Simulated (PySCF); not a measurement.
Ga(CF3)(Cl)2, CCl₂F₃Ga, SMILES F[C]([Ga]([Cl])[Cl])(F)F (PBE0/def2-SVP optimised geometry):

```
7

Ga    -0.027     0.448     0.000
C     -1.075    -1.271     0.030
F     -0.320    -2.324    -0.288
F     -2.100    -1.234    -0.826
F     -1.575    -1.485     1.253
Cl     2.100     0.448     0.000
Cl    -1.030     2.324     0.000
```

Level of theory: PBE0/def2-TZVP in PySCF.

Task: What are the frontier orbital energies and the dipole moment?

Result: HOMO-2 -9.74 eV, HOMO-1 -9.54 eV, HOMO -9.28 eV, LUMO -2.04 eV, LUMO+1 -1.57 eV; dipole moment 0.11 D.

On the same geometry PBE/def2-TZVP (PySCF) gives HOMO-2 -8.28 eV, HOMO-1 -8.07 eV, HOMO -7.83 eV, LUMO -2.79 eV, LUMO+1 -2.47 eV; dipole moment 0.13 D.

Meta-Löwdin charges at PBE0/def2-TZVP: Ga1 0.68, C2 0.59, F3 -0.25, F4 -0.26, F5 -0.26, Cl6 -0.25, Cl7 -0.25.
